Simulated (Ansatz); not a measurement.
Two isomers of C3H4AlF: A = `FC[C]1=[CH][AlH]1`, B = `C#[C][Al]([CH3])[F]`.

Isolated molecules relaxed with PBE0-D4/def2-TZVP in Ansatz; ΔE leaves out vibrations. CBS: MP2 limit from def2 TZ/QZ plus the TZ coupled-cluster correction, frozen cores. DFT in def2-TZVPP. B3LYP here is the variant with VWN-RPA as its local correlation; programs differ in this. Each species was taken in one conformer, which may not be the lowest.

(1) Which isomer does CCSD(T)/CBS put lower? Give the gap. (An estimate is asked.)

(2) Give E(B) − E(A) in kcal/mol with r2SCAN-D4, B3LYP-D4, HF/def2-TZVPP, B2PLYP, CCSD/def2-TZVPP, CCSD(T)/def2-TZVPP, LDA (SPW92). (An estimate is asked.)

Largest T1 diagnostic: 0.013.

Results:

(1) The calculation gave: B, by 84.8 kcal/mol.

(2) The calculation gave: r2SCAN-D4 -78.9, B3LYP-D4 -81.5, HF/def2-TZVPP -85.3, B2PLYP -84.6, CCSD/def2-TZVPP -84.5, CCSD(T)/def2-TZVPP -83.9, LDA (SPW92) -67.6. None reverses the order clearly.

At CCSD(T), def2-SVP lies +6.3 kcal/mol from the extrapolated value and def2-TZVPP +0.9 kcal/mol. Leaving LDA and LC-ωPBE aside and taking each functional with its dispersion term where it has one, the values, not all of them listed here, spread over 10.6 kcal/mol, from B2PLYP to PBE-D4. LDA lies +6.8 kcal/mol from PBE without D4.
